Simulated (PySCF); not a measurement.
Simulated absorption spectrum

C₂H₁₀N₂OSi₂.
Z-matrix (Å and degrees, GFN2-xTB geometry), rows numbered from 1:
```
C 
Si  1  1.9061
N   2  1.7418  1  103.53
Si  2  2.3124  1  119.63  3  -139.56
N   2  1.7879  1  104.52  3   103.79
C   5  1.3281  2  121.20  1   125.31
O   6  1.2150  5  124.77  2    -0.82
H   1  1.0852  2  110.49  3    74.33
H   1  1.0867  2  111.81  3   -45.44
H   1  1.0858  2  111.52  3  -166.42
H   3  1.0092  2  118.09  1   174.14
H   3  1.0076  2  117.10  1   -52.78
H   4  1.4892  2  105.72  1    65.76
H   4  1.4615  2  113.72  1   178.33
H   4  1.4584  2  114.82  1   -48.58
H   5  1.0073  2  121.38  1   -56.75
H   6  1.1065  5  114.98  2   179.18
```

Theory: TDDFT CAM-B3LYP/def2-SVPD, vertical, gas phase, core orbitals frozen in the response (PySCF 2.14.0, density-fitted response routines).

Computed states:

```tsv
state	E (eV)	f
S1	5.60	0.0047
S2	6.21	0.029
S3	6.66	0.042
S4	6.84	0.013
S5	7.10	0.077
S6	7.25	0.028
S7	7.32	0.020
S8	7.47	0.042
```

Each state is given a Gaussian of 0.4 eV full width at half maximum, with ε(max) = 2.175×10⁸ f / Δν̃ (Δν̃ the width in cm⁻¹). The width is an assumption, not a result. The curve ends short of the highest state used, and states not computed would add to its high-energy end.

(1) Give the broadened spectrum and its maxima.

(2) Coming from long wavelengths, where does ε first pass 100 L mol⁻¹ cm⁻¹?

(3) On this curve, what absorbance would a 10⁻⁵ mol/L sample give at 222 nm over a 1 cm path?

Answers

(1) 
(E (eV), ε (L mol⁻¹ cm⁻¹)): (5.00, 1), (5.04, 1), (5.07, 2), (5.10, 4), (5.14, 8), (5.17, 12), (5.21, 22), (5.24, 33), (5.27, 47), (5.31, 72), (5.34, 96), (5.37, 125), (5.41, 167), (5.44, 201), (5.48, 245), (5.51, 274), (5.54, 297), (5.58, 316), (5.61, 320), (5.65, 312), (5.68, 299), (5.71, 284), (5.75, 266), (5.78, 261), (5.82, 278), (5.85, 315), (5.88, 378), (5.92, 510), (5.95, 645), (5.99, 871), (6.02, 1066), (6.05, 1273), (6.09, 1545), (6.12, 1729), (6.15, 1880), (6.19, 2017), (6.22, 2065), (6.26, 2065), (6.29, 2030), (6.32, 1984), (6.36, 1939), (6.39, 1942), (6.43, 2020), (6.46, 2143), (6.49, 2318), (6.53, 2613), (6.56, 2858), (6.60, 3179), (6.63, 3391), (6.66, 3565), (6.70, 3733), (6.73, 3820), (6.77, 3918), (6.80, 4006), (6.83, 4136), (6.87, 4408)

Maxima: 221 nm (5.61 eV), ε about 320, made up of S1 (99%); 199 nm (6.24 eV), ε about 2100, made up of S2 (94%) (ε in L mol⁻¹ cm⁻¹; maxima over ε = 5, shares over 10%). At its high-energy end, 6.87 eV, the curve is still rising (ε about 4400, from S3, S4 and S5).

(2) At about 232 nm (5.35 eV), 0.26 eV below S1.

(3) 222 nm is 5.585 eV, where ε is about 320 L mol⁻¹ cm⁻¹, so A = ε c l ≈ 0.0032 (Beer–Lambert, with the gas-phase spectrum and the assumed width).

On an Arm Neoverse N1 with one thread, shared host with 64 logical CPUs at a one-minute load of 47, this took 1.8 min (grids of density and orbitals included) and 1.0 GiB of memory at its peak.

One conformer stands for the species.
